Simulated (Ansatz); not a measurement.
C₃H₈In (SMILES C[CH2][In+][CH3]), charge +1, singlet, geometry from GFN2-xTB (such geometries of metal compounds can be far from the true shape) (all electrons, no relativity); CASSCF(6,4)/STO-3G (Ansatz, a first-principles code).

Here is a job for Ansatz.
Ansatz 0.2 input:
```yaml
crystal:
  periodic: [false, false, false]
  atoms:
    - {symbol: In, position_ang: [-0.14325464, 0.16741141, 0.29100208]}
    - {symbol: C, position_ang: [-1.08327451, 1.90102092, 1.50508572]}
    - {symbol: H, position_ang: [-1.50093682, 1.45817429, 2.40850635]}
    - {symbol: H, position_ang: [-1.85243257, 2.34743518, 0.87591991]}
    - {symbol: H, position_ang: [-0.27951566, 2.60181864, 1.72823092]}
    - {symbol: C, position_ang: [0.81921035, -1.67113039, -0.88709982]}
    - {symbol: C, position_ang: [1.13440296, -1.31649978, -2.30995395]}
    - {symbol: H, position_ang: [0.04935191, -2.43840503, -0.78590163]}
    - {symbol: H, position_ang: [1.70139098, -1.89527010, -0.28454383]}
    - {symbol: H, position_ang: [1.87052513, -0.51287017, -2.38203486]}
    - {symbol: H, position_ang: [0.24018530, -1.04687529, -2.87629710]}
    - {symbol: H, position_ang: [1.56887644, -2.19751130, -2.79117361]}
basis:
  gaussian:
    orbitals: STO-3G
hamiltonian:
  xc: hf
total_charge: 1
magnetization: {spin_polarized: false}
correlation: {active_space: {window: {electrons: 6, orbitals: 4}}}
```

It wrote (shortened):

```
Functional definition: HF
679 factors; integrals over basis functions are off by at most 9.1e-5 eV
mean field evaluation 1: about -157813.5610 eV, gradient 1.6e1 eV
mean field evaluation 2: about -157813.7154 eV, gradient 1.6e1 eV
mean field evaluation 4: about -157814.9280 eV, gradient 1.5e0 eV
mean field evaluation 8: about -157814.9381 eV, gradient 1.9e-4 eV
mean field -157814.93808664 eV, -5799.5920038771 hartree, gradient 1.2e-6 eV, S^2 0.000000; 0 other end points of the search recorded, 0 dependent functions left out
reference -157814.93808664 eV, -5799.5920038771 hartree; 37, 37 occupied and 13, 13 virtual orbitals, 679 factors
state -157815.54925610 eV, -5799.6144639403 hartree
Total energy: -157815.54925610 eV, -5799.6144639403 hartree
```
